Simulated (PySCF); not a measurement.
SiHCl3

The system: SiHCl3, a small molecule; neutral, singlet. The structure was relaxed in the gas phase by PBE0-D3(BJ)/def2-SVP. No frequency run checks that it is a minimum.

SMILES: Cl[SiH](Cl)Cl

```xyz
5

Si    0.041   -0.042    0.073
Cl   -0.157    1.839   -0.701
Cl    1.822   -0.837   -0.538
Cl   -1.489   -1.215   -0.607
H     0.002    0.020    1.547
```
Atoms count from 1 in this order.

Shieldings: GIAO PBE0/pcSseg-2. Shifts are against computed references at the same level: H TMS (σ 31.24 ppm), Si TMS (σ 341.3 ppm). Core levels by delta-SCF with SCAN, pcX-2 on the ionised atom and pcseg-1 elsewhere, spin-free X2C (2p3/2 is the spin-free 2p value less a third of a first-order spin-orbit splitting); from the vacuum level, for chosen atoms.

Give the NMR and core-level values of the distinct atoms.


| atoms | bonded to | σ (ppm) | δ (ppm) | core level (eV) |
| --- | --- | --- | --- | --- |
| Si1 | 3 Cl + 1 H | 331.7 | 9.5 | 2p3/2 109.77 |
| Cl2 Cl3 Cl4 | 1 Si | 803.7 | - | 2p3/2 206.77 |
| H5 | 1 Si | 25.02 | 6.22 | - |

Values are those of this one static structure; atoms that internal rotation interchanges would show their mean in an NMR spectrum.

By CAM-B3LYP/def2-SVPD (TDDFT singlets, Tamm-Dancoff triplets, ionisation by delta-SCF), where does absorption start, and what does vertical ionisation take?

The first singlet with intensity lies at 8.08 eV (f 0.014); what lies below it is dark. The lowest singlet lies at 7.74 eV (f 0.000), the strongest of the first 6 at 8.11 eV (f 0.057), the lowest triplet at 7.27 eV; vertical ionisation takes 11.85 eV.
